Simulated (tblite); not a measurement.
Compound: C5H10ClNSi.
Cartesian coordinates in Å at the GFN2-xTB level; atoms count from 1:
```xyz
18
C5H10ClNSi angstrom
N     -2.5564   -1.5623    1.3129
C     -2.1174   -1.1154    0.3560
C     -1.5437   -0.5535   -0.8379
C     -0.2260    0.1801   -0.5369
Si    -0.5133    1.6414    0.6722
C      0.8086   -0.8343   -0.0436
C      2.1811   -0.2371    0.2071
Cl     2.8363    0.5178   -1.2724
H     -2.2719    0.1347   -1.2758
H     -1.3746   -1.3694   -1.5503
H      0.1325    0.5824   -1.4901
H     -0.6423    1.1157    2.0294
H     -1.7423    2.3193    0.2567
H      0.6079    2.5748    0.5755
H      0.9081   -1.6412   -0.7774
H      0.4654   -1.2813    0.8942
H      2.8934   -1.0081    0.5015
H      2.1457    0.5428    0.9671
```

Computed with GFN2-xTB (tblite): harmonic, unscaled wavenumbers at the GFN2-xTB geometry, gas phase. Against measured fundamentals such values can be off by several per cent, at times by over 20. Modes of hydrogen on silicon can be 10 to 20 % off. One conformer, not necessarily the lowest.

Harmonic wavenumbers (cm⁻¹): 35.4, 59.3, 91.0, 117.5, 131.5, 209.5, 278.7, 284.5, 333.7, 387.8, 441.3, 518.6, 557.7, 620.5, 659.0, 682.8, 769.5, 777.9, 804.4, 846.5, 899.0, 935.0, 981.8, 1033.7, 1068.9, 1111.0, 1124.4, 1154.0, 1190.4, 1220.8, 1260.0, 1305.8, 1314.1, 1352.7, 1435.9, 1436.9, 1480.7, 2268.8, 2283.8, 2294.7, 2409.1, 2927.0, 2936.4, 2942.4, 2961.2, 2964.7, 2981.7, 2987.5.

A = 2388, B = 744.1, C = 659.7 MHz; mass 147.027 u (most abundant isotopes); point group C1, symmetry number 1.

Question: What is the zero-point energy?

Answer: Half the sum of the wavenumbers: 29435 cm⁻¹ = 352.12 kJ/mol.

Question: Give the ideal-gas entropy at 273.15 K and 1 bar in the rigid-rotor, harmonic-oscillator model (classical rotation).

Answer: Translation 169.28, rotation 124.41, vibration 122.27: S = 416.0 J/(mol K).

Question: And Cp and H(273.15 K) − H(0)?

Answer: Cp = 153.49 J/(mol K), of which vibrations give 120.24 (their classical limit is 48 R = 399.1); H(273.15 K) − H(0) = 26.14 kJ/mol without the zero-point energy, 17.06 from vibrations.

Question: How do the functions run with temperature in this model?

Answer: 
| T (K) | S (J/(mol K)) | Cp (J/(mol K)) | H − H(0) (kJ/mol) | G − H(0) (kJ/mol) | ln q(vib) |
| --- | --- | --- | --- | --- | --- |
| 150 | 341.0 | 102.3 | 10.42 | -40.73 | 3.73 |
| 250 | 402.8 | 143.7 | 22.70 | -78.00 | 6.56 |
| 298.15 | 429.8 | 163.9 | 30.11 | -98.05 | 7.88 |
| 400 | 483.7 | 203.5 | 48.87 | -144.61 | 10.63 |
| 600 | 578.2 | 262.8 | 95.89 | -251.03 | 15.85 |
| 900 | 696.5 | 319.6 | 183.97 | -442.86 | 23.09 |

q(vib) and H(0) count from the zero-point level.

Question: Which modes carry the vibrational entropy at 273.15 K?

Answer: 35.4 cm⁻¹: 22.29; 59.3 cm⁻¹: 18.02; 91.0 cm⁻¹: 14.51; 117.5 cm⁻¹: 12.44; 131.5 cm⁻¹: 11.53; 209.5 cm⁻¹: 7.90 J/(mol K); the other 42 give 35.57 together.

Hindered rotation and anharmonicity are outside this model. Other conformers, if any are populated, would add a mixing term that is left out. The structure is chiral; the term R ln 2 for an equal mix with its mirror image is left out.
